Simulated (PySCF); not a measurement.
Al(Br)2(OMe) (CH3AlBr2O), SMILES C[O][Al]([Br])[Br]. Coordinates come from a PBE-D3(BJ)/def2-SVP optimisation. One conformer was computed; it need not be the lowest.

Problem. Give the equilibrium geometry at PBE-D3(BJ)/def2-SVP (PySCF confirms it by a frequency run) as bond lengths and angles, and its point group. (The exact figures need the calculation; the answer reports its results.)

Solution. One answer among several that fit: point group Cs.
Atoms: Al1 Br2 Br3 O4 C5 H6 H7 H8. Bond lengths (Å): Al1–Br2 2.245, Al1–Br3 2.257, Al1–O4 1.698, O4–C5 1.408, C5–H6 1.112, C5–H7 1.112, C5–H8 1.114. Angles (°): Br2–Al1–Br3 121.3, Br2–Al1–O4 118.0, Br3–Al1–O4 120.7, Al1–O4–C5 136.3, O4–C5–H6 110.1, O4–C5–H7 110.1, O4–C5–H8 113.0, H6–C5–H7 107.6, H6–C5–H8 108.0, H7–C5–H8 108.0.
Charge 0, spin multiplicity 1.
